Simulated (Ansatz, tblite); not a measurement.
Spin states of the cluster Ga₂N₂ (the lowest singlet isomer of a short search), each relaxed with PBE-D4/def2-SVP in Ansatz. Electronic energies in the gas phase.

The xTB rows come from tblite. LC-ωPBE has ω = 0.4 bohr⁻¹. B3LYP takes the VWN-RPA correlation. HSE06 is defined as in plane-wave codes, on full-range PBE exchange. Correlated methods freeze 20 core orbitals; core or outer-core shells of Ga are correlated, in sets that lack core-valence functions. The structure comes from a short search, and lower isomers may exist.

Singlet geometry (Cs within 0.1 Å):

```tsv
atom	x (Å)	y (Å)	z (Å)
Ga1	1.565	-0.349	1.149
Ga2	0.407	0.688	-1.491
N3	-0.521	-0.275	0.513
N4	-1.452	-0.064	-0.171
```

Triplet geometry (Cs within 0.1 Å):

```xyz
4

Ga   -0.561    1.686   -0.155
Ga    1.849    0.648    0.438
N    -0.581   -0.604   -0.133
N    -0.708   -1.730   -0.151
```

Quintet geometry (Cs within 0.1 Å):

Cartesian coordinates in Å:
```
Ga -0.0953 0.8854 0.0951
Ga 0.2246 1.8373 2.2143
N -0.0109 -1.0362 -0.6871
N -0.1183 -1.6865 -1.6223
```

⟨S²⟩: triplet 2.01 at PBE0-D4/def2-TZVP (pure 2.00), quintet 6.01 at PBE0-D4/def2-TZVP (pure 6.00).

Run but left out: HF/STO-3G (singlet: restricted singlet, unstable in another Hartree–Fock run and untested here); HF/def2-TZVP, r2SCAN-D4/def2-TZVP, B2PLYP/def2-TZVP, PBE-QIDH/def2-TZVP (singlet: restricted singlet, unstable towards broken spin symmetry); MP2/def2-TZVP (triplet: ⟨S²⟩ 2.18, where a pure state has 2.00); MP2/def2-TZVP (quintet: ⟨S²⟩ 6.24, where a pure state has 6.00).

Only these spin states were relaxed. The triplet has other bonds than the singlet, so the gap mixes isomer and spin. The quintet has other bonds than the singlet, so the gap mixes isomer and spin.

```tsv
level	triplet − singlet (kJ/mol)	quintet − singlet (kJ/mol)	lowest of these
GFN1-xTB	86.7	597.7	singlet
revPBE-D4/def2-TZVP	-10.1	270.3	triplet
PBE0-D4/def2-TZVP	-16.2	251.0	triplet
HSE06-D4/def2-TZVP	-16.7	248.4	triplet
CAM-B3LYP-D4/def2-TZVP	-11.2	294.3	triplet
LC-ωPBE/def2-TZVP	-27.1	223.7	triplet
ωB97X-V/def2-TZVP	-5.2	295.0	triplet
RPA@PBE/def2-TZVP	-5.1	260.7	triplet
```

**Question.** Estimate the rows for GFN2-xTB, PBE-D4/def2-TZVP, BLYP-D4/def2-TZVP, B97M-V/def2-TZVP, B3LYP-D4/def2-TZVP, r2SCAN0-D4/def2-TZVP, BHLYP-D4/def2-TZVP.

**Answer.** 
| level | triplet − singlet (kJ/mol) | quintet − singlet (kJ/mol) | lowest of these |
| --- | --- | --- | --- |
| GFN2-xTB | 148.7 | 638.5 | singlet |
| PBE-D4/def2-TZVP | -7.8 | 275.2 | triplet |
| BLYP-D4/def2-TZVP | -3.7 | 319.7 | triplet |
| B97M-V/def2-TZVP | -15.7 | 273.9 | triplet |
| B3LYP-D4/def2-TZVP | -8.7 | 301.6 | triplet |
| r2SCAN0-D4/def2-TZVP | -27.1 | 213.1 | triplet |
| BHLYP-D4/def2-TZVP | -21.6 | 274.2 | triplet |

The xTB methods have no term that favours high spin, so they put low spin too low.
